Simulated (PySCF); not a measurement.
**How methods differ on the ionisation energy of Sn**

Sn [Kr] 4d10 5s2 5p2 (3P) → Sn⁺ [Kr] 4d10 5s2 5p1 (2P), as a difference of total energies. Computed with PySCF 2.14 in x2c-QZVPPall, with the spin-free X2C one-electron Hamiltonian (Gaussian nucleus). Correlated levels: valence: [Kr] 4d10 frozen. The calculations carry no spin-orbit coupling.

```
           method  ionisation energy (eV)
              UHF                   6.850
    MP2 (valence)                   7.174
SCS-MP2 (valence)                   7.109
   CCSD (valence)                   7.198
CCSD(T) (valence)                   7.227
```

Q: How much does correlation contribute at CCSD(T) (valence)?

A: 7.227 − (6.850) = 0.377 eV, measured against UHF.

A first-order spin-orbit estimate (lowest level to lowest level, LS coupling) adds -0.062 eV.

Errors of the correlated levels include the incompleteness of this basis and the frozen core.

For comparison: 7.344 eV (measured; NIST Atomic Spectra Database, ionization energies).
